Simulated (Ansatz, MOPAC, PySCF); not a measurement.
Species: GeBr2F (charge 0, doublet). SMILES: [Ge]([Br])([F])[Br]
Geometry from a B3LYP-D3(BJ)/def2-TZVP (Ansatz, an electronic-structure program) optimisation:
```
Ge
F 1 1.7478
Br 1 2.3389 2 105.99
Br 1 2.3389 2 105.99 3 119.36
```
Charge 0, spin multiplicity 2.

Unscaled harmonic wavenumbers (cm⁻¹) in rising order, each level at the stationary point that it reaches from this structure (no distance between atoms moves by over 0.3 Å); the order of modes can differ between levels, and a negative number is imaginary. B3LYP-D3(BJ)/def2-TZVP (PySCF, at the structure above): 80, 155, 159, 256, 306, 671.

PM3 (MOPAC): 73, 111, 137, 160, 197, 780. Zero-point energy 2.1 against 2.3 kcal/mol; where all levels lie over 400 cm⁻¹, the wavenumbers are on average 1.163 times those of B3LYP-D3(BJ)/def2-TZVP.

HF/3-21G (Ansatz): 86, 176, 186, 263, 322, 845. Zero-point energy 2.7 against 2.3 kcal/mol; where all levels lie over 400 cm⁻¹, the wavenumbers are on average 1.260 times those of B3LYP-D3(BJ)/def2-TZVP.

HF/6-31G* with LANL2DZ past Ar (Ansatz): 80, 167, 170, 240, 301, 769. Zero-point energy 2.5 against 2.3 kcal/mol; where all levels lie over 400 cm⁻¹, the wavenumbers are on average 1.147 times those of B3LYP-D3(BJ)/def2-TZVP.

B3LYP/6-31G* with LANL2DZ past Ar (Ansatz): 66, 143, 145, 214, 270, 689. Zero-point energy 2.2 against 2.3 kcal/mol; where all levels lie over 400 cm⁻¹, the wavenumbers are on average 1.027 times those of B3LYP-D3(BJ)/def2-TZVP.
